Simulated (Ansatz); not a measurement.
C2H7NSSi can be A, `[SiH3]C1NCS1`, or B, `[SiH3]N1CSC1`.

Gas-phase electronic energies from Ansatz, PBE0-D4/def2-TZVP geometries. CCSD(T)/CBS is the MP2 limit (def2-TZVPP, def2-QZVPP) plus CCSD(T) − MP2 in def2-TZVPP, frozen cores. Functionals use def2-TZVPP. B3LYP here is the variant with VWN-RPA as its local correlation; programs differ in this.

A:

```xyz
12

Si   -0.7780    1.6060    0.0138
C    -0.5850   -0.2086   -0.4771
N    -0.1020   -1.0360    0.6495
C     1.2991   -1.0903    0.2228
S     0.9513   -0.4757   -1.4739
H     0.4594    2.0388    0.7096
H    -0.9809    2.4237   -1.2114
H    -1.9490    1.7785    0.9167
H    -1.4791   -0.6059   -0.9625
H    -0.5056   -1.9620    0.5748
H     1.9212   -0.3860    0.7789
H     1.7486   -2.0825    0.2588
```

B:

```xyz
12

Si   -0.041    1.605   -0.382
N     0.089   -0.091   -0.136
C     1.006   -0.799    0.740
S     0.042   -2.347    0.592
C    -0.938   -1.102   -0.323
H     1.338    2.151   -0.478
H    -0.796    1.819   -1.644
H    -0.752    2.335    0.710
H     1.040   -0.431    1.772
H     2.025   -0.882    0.350
H    -1.895   -0.888    0.167
H    -1.117   -1.371   -1.368
```

Task: Which isomer does CCSD(T)/CBS put lower? Give the gap. (Best estimate.)

Result: The calculation gave: B, by 54.4 kJ/mol.

Task: Give E(B) − E(A) in kJ/mol with ωB97M-V, B2PLYP, PBE-D4, B3LYP, CCSD/def2-TZVPP, r2SCAN-D4, B3LYP-D4. (An estimate is asked.)

Result: The calculation gave: ωB97M-V -56.0, B2PLYP -60.2, PBE-D4 -50.1, B3LYP -61.5, CCSD/def2-TZVPP -58.5, r2SCAN-D4 -55.4, B3LYP-D4 -60.1. None reverses the order clearly.

Largest T1 diagnostic: 0.011.

In def2-TZVPP, CCSD(T) changes the Hartree–Fock value by +18.2 kJ/mol (the triples alone add +3.3 kJ/mol) and MP2 by +15.8 kJ/mol. From PBE to PBE0 (25 % exact exchange), in def2-TZVPP and without D4, E(B) − E(A) moves by −4.6 kJ/mol.
